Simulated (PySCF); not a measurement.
Input of a response calculation (the driver script's job line, then coordinates in Å):

```
{"job": {"kind": "uv", "xc": "PBE0", "basis": "def2-SVPD", "nstates": 8, "ntriplets": 3}, "charge": 0, "multiplicity": 1}
Si    -2.286549    -0.050134     0.423305
P     -0.379582     0.555746    -0.603817
P      0.965046    -0.459178     0.756383
P      2.796266    -0.130096    -0.339329
H     -2.527810    -1.450468     0.067509
H     -2.217260     0.089853     1.879695
H     -3.314065     0.829881    -0.132241
H     -0.258340     1.770547     0.060050
H      0.725289    -1.714841     0.197230
H      2.910860     1.182703     0.127311
H      3.591568    -0.621343     0.697623
```

Output:

```
coarse grid: 10840 points
cycle   1  E = -1316.6853787928  dE =  8.121e-02  |g| = 1.209e-01  |ddm| = 3.632e+00
cycle   2  E = -1316.6885792526  dE = -3.200e-03  |g| = 7.884e-02  |ddm| = 5.833e-01
cycle   3  E = -1316.6905139989  dE = -1.935e-03  |g| = 3.175e-02  |ddm| = 2.192e-01
cycle   4  E = -1316.6908840687  dE = -3.701e-04  |g| = 6.056e-03  |ddm| = 7.295e-02
cycle   5  E = -1316.6908976868  dE = -1.362e-05  |g| = 1.693e-03  |ddm| = 1.644e-02
cycle   6  E = -1316.6908986864  dE = -9.996e-07  |g| = 6.733e-04  |ddm| = 4.146e-03
final grid: 85312 points
cycle   7  E = -1316.8356390090  dE = -1.284e-05  |g| = 2.284e-03  |ddm| = 6.863e-02
cycle   8  E = -1316.8356389275  dE =  8.157e-08  |g| = 2.266e-03  |ddm| = 1.029e-02
cycle   9  E = -1316.8356407382  dE = -1.811e-06  |g| = 3.855e-04  |ddm| = 5.080e-03
cycle  10  E = -1316.8356407953  dE = -5.711e-08  |g| = 5.308e-05  |ddm| = 8.710e-04
cycle  11  E = -1316.8356407962  dE = -8.943e-10  |g| = 2.887e-05  |ddm| = 1.586e-04
converged SCF energy = -1316.8356407962

Static polarisability (au): isotropic 111.965, principal 84.388 98.586 152.920

Singlet excitations
state   eV       nm        f      main configurations
  1   4.8299    256.7   0.01949   H->L 0.93
  2   5.0440    245.8   0.03766   H->L+1 0.84, H->L+2 0.09
  3   5.1640    240.1   0.03381   H->L+2 0.65, H->L+3 0.28
  4   5.2658    235.5   0.06294   H->L+3 0.66, H->L+2 0.23
  5   6.0351    205.4   0.03772   H->L+4 0.80, H->L+5 0.09
  6   6.1384    202.0   0.02410   H-1->L 0.62, H->L+5 0.13, H->L+4 0.11
  7   6.3148    196.3   0.00849   H->L+5 0.62, H-1->L 0.24
  8   6.3721    194.6   0.07602   H-1->L+1 0.41, H->L+6 0.32, H->L+7 0.12

Triplet excitations (Tamm-Dancoff, eV): 4.0742 4.2229 4.7080
```

Theory: TDDFT PBE0/def2-SVPD, vertical, gas phase, core orbitals frozen in the response in PySCF 2.14.0, density-fitted response routines. Geometry: GFN2-xTB, one conformer, isolated molecule.

Question: What is the gap between the lowest singlet and the lowest triplet?

Answer: 4.8299 − 4.0742 = 0.7557 eV (full response against Tamm–Dancoff).

Question: What is the polarisability anisotropy, √(½[(α1 − α2)² + (α2 − α3)² + (α3 − α1)²])?

Answer: 62.65 au.

Question: What share of the summed oscillator strength falls to the strongest level in this window?

Answer: State 8 at 195 nm: 0.0760 of 0.3002, or 25%.

Question: How much of the mean polarisability do the listed states account for?

Answer: The sum over states Σ f/ΔE² (ΔE in hartree) gives 7.12 au, 6% of the total; the rest comes from higher roots of the same response equations.

Question: Which orbital energies lie behind H and L?

Answer: HOMO -6.37 eV and LUMO -0.41 eV, a gap of 5.95 eV; state 1 differs from that by -1.12 eV.

Question: Write the structure that the coordinates describe.

Answer: `[SiH3]PPP` (H7P3Si).

The SCF starts on a coarse grid; the energy jumps when the final grid takes over, and dE counts afresh there. H and L stand for HOMO and LUMO.
